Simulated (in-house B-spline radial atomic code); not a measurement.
Au⁺. Computed with a B-spline radial atomic code. Model: all-electron spherical atom, spin shells full or empty, radial basis limit, no spin-orbit coupling, Breit or QED, empty-state partial waves extrapolated as (l+1/2)^-4, RPA, G0W0 and static COHSEX of the highest shell as one setting changes (uncorrelated shells keep exact exchange).

Without the two-electron picture change, core correlation of heavy ions comes too large.

Given: element Au; charge 1; filled core Xe; hamiltonian one-electron scalar X2C; mean-field start PBE; highest l of empty states 9; nuclear rms radius 5.4371 fm; highest mean-field shell 5d.

Shell: 4f 7 7, 5d 5 5 (electrons up and down).

```
lowest nl shells left uncorrelated  RPA correlation energy (hartree)  G0W0 level (eV)  G0W0 minus most complete (meV)  COHSEX level (eV)  linearised minus solved G0W0 (meV)
                                 0                           -7.0694          -21.208                               0            -25.133                               506.4
                                 1                           -6.8324          -21.208                               0            -25.133                               506.4
                                 2                           -6.6186          -21.208                             0.5            -25.133                               506.4
                                 3                           -6.0011          -21.207                             1.4            -25.136                               506.5
                                 4                           -5.8006          -21.206                             2.1            -25.135                               506.5
                                 5                                 ?                ?                               ?                  ?                                   ?
                                 6                             -4.16          -21.196                            12.4            -25.112                               506.7
                                 7                                 ?                ?                               ?                  ?                                   ?
                                 8                            -3.392          -21.205                             3.3            -25.118                               506.3
                                 9                           -2.4162          -21.264                           -55.6            -25.234                               502.4
                                10                           -2.2115          -21.279                           -70.2            -25.276                               502.1
                                11                          -0.92613          -21.117                            91.9            -24.844                               511.4
                                12                          -0.53869           -21.28                           -71.6            -25.021                               556.9
```

(1) What follows for lowest nl shells left uncorrelated = 5?

(2) What follows for lowest nl shells left uncorrelated = 7?

Answers

(1) RPA correlation energy -5.1824 hartree; G0W0 level -21.204 eV; G0W0 minus most complete 4.6 meV; COHSEX level -25.133 eV; linearised minus solved G0W0 506.5 meV.

(2) RPA correlation energy -3.9677 hartree; G0W0 level -21.198 eV; G0W0 minus most complete 10.9 meV; COHSEX level -25.113 eV; linearised minus solved G0W0 506.7 meV.
